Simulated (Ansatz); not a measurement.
Ansatz (an electronic-structure program) input (HF/def2-TZVP):

Ansatz 0.2 input:
```yaml
crystal:
  periodic: [false, false, false]
  atoms:
    - {symbol: Li, position_ang: [-0.00000000, -0.00000000, -2.26434073]}
    - {symbol: I, position_ang: [0.00000000, 0.00000000, 0.12817023]}
basis:
  gaussian:
    orbitals: def2-TZVP
hamiltonian:
  xc: {name: HF}
relax: {f_tol: 0.003, max_steps: 100}
```

End of the output:

```
the calculation of the forces begins
reference -8277.50916466 eV, -304.1928511041 hartree; 14, 14 occupied and 50, 50 virtual orbitals, 655 factors
relax step   2: F+E_penalty+E_count = -8277.50916466 eV  Δ(F+E_penalty+E_count) = -1.144e-3 eV  max|allowed force component| = 1.029e-1 eV/Å  Δτ_max = 0.0220 Å  (27 SCF iters, accepted)
these checks for a lower state are left out or cut short: starts, cluster_reference, orbital_swaps, neighbouring_geometries, increment
integrals: 0.01 GiB planned
655 factors; integrals over basis functions are off by at most 3.1e-4 eV
mean field: 0.11 GiB planned
mean field -8277.51008929 eV, -304.1928850836 hartree, gradient 1.1e-5 eV, S^2 0.000000; 0 other end points of the search recorded, 0 dependent functions left out
the calculation of the forces begins
reference -8277.51008929 eV, -304.1928850836 hartree; 14, 14 occupied and 50, 50 virtual orbitals, 655 factors
relax step   3: F+E_penalty+E_count = -8277.51008929 eV  Δ(F+E_penalty+E_count) = -9.246e-4 eV  max|allowed force component| = 7.030e-3 eV/Å  Δτ_max = 0.0095 Å  (27 SCF iters, accepted)
these checks for a lower state are left out or cut short: starts, cluster_reference, orbital_swaps, neighbouring_geometries, increment
integrals: 0.01 GiB planned
655 factors; integrals over basis functions are off by at most 3.1e-4 eV
mean field: 0.11 GiB planned
mean field evaluation 32: about -8277.5101 eV, gradient 8.0e-6 eV
mean field -8277.51009344 eV, -304.1928852361 hartree, gradient 1.0e-5 eV, S^2 0.000000; 0 other end points of the search recorded, 0 dependent functions left out
the calculation of the forces begins
reference -8277.51009344 eV, -304.1928852361 hartree; 14, 14 occupied and 50, 50 virtual orbitals, 655 factors
relax step   4: F+E_penalty+E_count = -8277.51009344 eV  Δ(F+E_penalty+E_count) = -4.151e-6 eV  max|allowed force component| = 9.726e-5 eV/Å  Δτ_max = 0.0006 Å  (17 SCF iters, accepted)
integrals: 0.01 GiB planned
655 factors; integrals over basis functions are off by at most 3.1e-4 eV
mean field: 0.11 GiB planned
mean field -8277.51009344 eV, -304.1928852361 hartree, gradient 1.0e-5 eV, S^2 0.000000; 1 other end points of the search recorded, 0 dependent functions left out
the calculation of the forces begins
reference -8277.51009344 eV, -304.1928852361 hartree; 14, 14 occupied and 50, 50 virtual orbitals, 655 factors
Total energy: -8277.51009344 eV, -304.1928852361 hartree
Atom 0 at    -0.000000     0.000000    -2.277352 Å, force     0.000000    -0.000000    -0.000097 eV/Å
Atom 1 at     0.000000    -0.000000     0.141182 Å, force     0.000000    -0.000000     0.000097 eV/Å
Dipole moment:    -0.000000     0.000000    -1.621865 e Å
```
